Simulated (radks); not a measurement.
Results of a calculation; reference values are marked as such.
Yb4+, configuration [Kr] 4d10 4f12.5 5s1.5 5p6 (fractional occupations, a model configuration).

Level of theory: scalar-relativistic Kohn-Sham, SCAN, spin-polarised, spherical densities, finite nucleus; open shells are filled with parallel spins first (spin-orbit coupling, left out, can overturn this in heavy ions); meta-GGA in the generalised Kohn-Sham scheme; Fermi nuclear charge, rms radius 5.3108 fm (a radial shooting solver on a logarithmic mesh with Libxc functionals).

Energy parts (eV):
| part | energy |
|---|---|
| total | -382483.82 |
| kinetic | 416751.36 |
| electron-nucleus | -937962.90 |
| Hartree | 146677.87 |
| exchange-correlation | -7950.15 |

Orbitals (lengths in bohr, moments of r in powers of bohr; <r^-3> diverges for s and p1/2; r(90%) holds 90 % of the orbital's charge):
[
 {"orbital": "1s up", "occ.": "1", "eigenvalue (eV)": "-61364.40", "<1/r>": "80.62", "<r^-3>": "-", "r(90%)": "0.0357"},
 {"orbital": "1s down", "occ.": "1", "eigenvalue (eV)": "-61364.31", "<1/r>": "80.62", "<r^-3>": "-", "r(90%)": "0.0357"},
 {"orbital": "2s up", "occ.": "1", "eigenvalue (eV)": "-10466.31", "<1/r>": "18.82", "<r^-3>": "-", "r(90%)": "0.129"},
 {"orbital": "2s down", "occ.": "1", "eigenvalue (eV)": "-10466.20", "<1/r>": "18.82", "<r^-3>": "-", "r(90%)": "0.129"},
 {"orbital": "2p up", "occ.": "3", "eigenvalue (eV)": "-9226.971", "<1/r>": "17.26", "<r^-3>": "15980", "r(90%)": "0.121"},
 {"orbital": "2p down", "occ.": "3", "eigenvalue (eV)": "-9226.869", "<1/r>": "17.26", "<r^-3>": "15980", "r(90%)": "0.121"},
 {"orbital": "3s up", "occ.": "1", "eigenvalue (eV)": "-2412.892", "<1/r>": "6.958", "<r^-3>": "-", "r(90%)": "0.317"},
 {"orbital": "3s down", "occ.": "1", "eigenvalue (eV)": "-2411.993", "<1/r>": "6.961", "<r^-3>": "-", "r(90%)": "0.317"},
 {"orbital": "3p up", "occ.": "3", "eigenvalue (eV)": "-2036.798", "<1/r>": "6.470", "<r^-3>": "3489", "r(90%)": "0.323"},
 {"orbital": "3p down", "occ.": "3", "eigenvalue (eV)": "-2035.849", "<1/r>": "6.472", "<r^-3>": "3492", "r(90%)": "0.323"},
 {"orbital": "3d up", "occ.": "5", "eigenvalue (eV)": "-1578.483", "<1/r>": "6.118", "<r^-3>": "457.1", "r(90%)": "0.305"},
 {"orbital": "3d down", "occ.": "5", "eigenvalue (eV)": "-1577.683", "<1/r>": "6.120", "<r^-3>": "457.4", "r(90%)": "0.305"},
 {"orbital": "4s up", "occ.": "1", "eigenvalue (eV)": "-524.0707", "<1/r>": "2.936", "<r^-3>": "-", "r(90%)": "0.699"},
 {"orbital": "4s down", "occ.": "1", "eigenvalue (eV)": "-522.1661", "<1/r>": "2.933", "<r^-3>": "-", "r(90%)": "0.699"},
 {"orbital": "4p up", "occ.": "3", "eigenvalue (eV)": "-399.8297", "<1/r>": "2.683", "<r^-3>": "791.3", "r(90%)": "0.751"},
 {"orbital": "4p down", "occ.": "3", "eigenvalue (eV)": "-397.9814", "<1/r>": "2.680", "<r^-3>": "789.6", "r(90%)": "0.752"},
 {"orbital": "4d up", "occ.": "5", "eigenvalue (eV)": "-235.8290", "<1/r>": "2.376", "<r^-3>": "88.07", "r(90%)": "0.837"},
 {"orbital": "4d down", "occ.": "5", "eigenvalue (eV)": "-233.9800", "<1/r>": "2.373", "<r^-3>": "87.81", "r(90%)": "0.838"},
 {"orbital": "5s up", "occ.": "1", "eigenvalue (eV)": "-104.6896", "<1/r>": "1.137", "<r^-3>": "-", "r(90%)": "1.67"},
 {"orbital": "5s down", "occ.": "0.5", "eigenvalue (eV)": "-103.3347", "<1/r>": "1.139", "<r^-3>": "-", "r(90%)": "1.67"},
 {"orbital": "5p up", "occ.": "3", "eigenvalue (eV)": "-74.3784", "<1/r>": "0.9708", "<r^-3>": "112.2", "r(90%)": "1.94"},
 {"orbital": "5p down", "occ.": "3", "eigenvalue (eV)": "-73.0933", "<1/r>": "0.9670", "<r^-3>": "111.7", "r(90%)": "1.96"},
 {"orbital": "4f up", "occ.": "7", "eigenvalue (eV)": "-56.3317", "<1/r>": "1.832", "<r^-3>": "13.51", "r(90%)": "1.19"},
 {"orbital": "4f down", "occ.": "5.5", "eigenvalue (eV)": "-54.5265", "<1/r>": "1.821", "<r^-3>": "13.37", "r(90%)": "1.20"}
]

The highest occupied level is 4f down at -54.526 eV. The electron density at the nucleus is 1.085e+06 e/bohr^3 (large components only). Summed over all electrons, <r^2> = 29.37 bohr^2, which gives a Langevin (diamagnetic) susceptibility term of -23.3 x 10^-6 cm^3/mol. The density falls to 0.001 e/bohr^3 at r = 2.93 bohr.

Empty levels of this run are not shown, since the potential may be unsettled where no density lies.
